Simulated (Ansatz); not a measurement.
`CO[Si]C` + HCl → `CO[Si]Cl` + CH₄ at 600 K and 1 bar (ligand exchange at the Si–C bond).

Computed with Ansatz on PBE0-D4/def2-TZVP structures; ΔE is electronic, products minus reactants. CCSD(T)/CBS adds triple-zeta CCSD(T) − MP2 to the extrapolated MP2 energy (def2 sets, frozen cores). This one scheme is used for every species. Each species was taken in one conformer, which may not be the lowest.

```json
{"species": "`CO[Si]C`", "CCSD(T)/CBS energy (Eh)": "-443.95718", "H − E (kJ/mol)": "258.8", "S (J/(mol·K))": "408.3"}
{"species": "HCl", "CCSD(T)/CBS energy (Eh)": "-460.38127", "H − E (kJ/mol)": "35.4", "S (J/(mol·K))": "207.2"}
{"species": "`CO[Si]Cl`", "CCSD(T)/CBS energy (Eh)": "-863.93892", "H − E (kJ/mol)": "160.0", "S (J/(mol·K))": "383.5"}
{"species": "CH₄", "CCSD(T)/CBS energy (Eh)": "-40.46206", "H − E (kJ/mol)": "140.4", "S (J/(mol·K))": "215.7"}
```

H − E and S are ideal-gas, rigid-rotor, harmonic terms from PBE0-D4/def2-TZVP, for one conformer and one mirror image of each species. 1 Eh = 2625.50 kJ/mol, R = 8.31446 J/(mol·K).

**Question.** By hand: ΔE, ΔH, ΔS and ΔG.

**Answer.** ΔE = (-863.93892) + (-40.46206) − (-443.95718) − (-460.38127) = -0.06253 Eh = -164.2 kJ/mol. Δ(H − E) = 160.0 + 140.4 − 258.8 − 35.4 = 6.2, so ΔH = -158.0 kJ/mol. ΔS = 383.5 + 215.7 − 408.3 − 207.2 = -16.3 J/(mol·K). ΔG = -158.0 − 600 × (-16.3)/1000 = -148.2 kJ/mol.

**Question.** By hand: the equilibrium constant, and the temperature at which ΔG would vanish if ΔH and ΔS stayed fixed.

**Answer.** log₁₀ K = −ΔG/(RT ln 10) = 12.9. ΔG = 0 at ΔH/ΔS = 9693 K, far beyond where these terms or the molecules hold.

ΔH outweighs TΔS. A doubt of 5 kJ/mol in ΔE shifts log₁₀ K by 0.4 here. Other conformers and mirror images would add mixing entropy, several J/(mol·K) or more a flexible species. Modes under 60 cm⁻¹, often nearly free rotors, make the harmonic entropy too high. These are equilibria of isolated gas molecules and say nothing of rates. Largest T1 diagnostic: 0.014 (customary marks: 0.02 for closed shells, 0.045 for open ones).
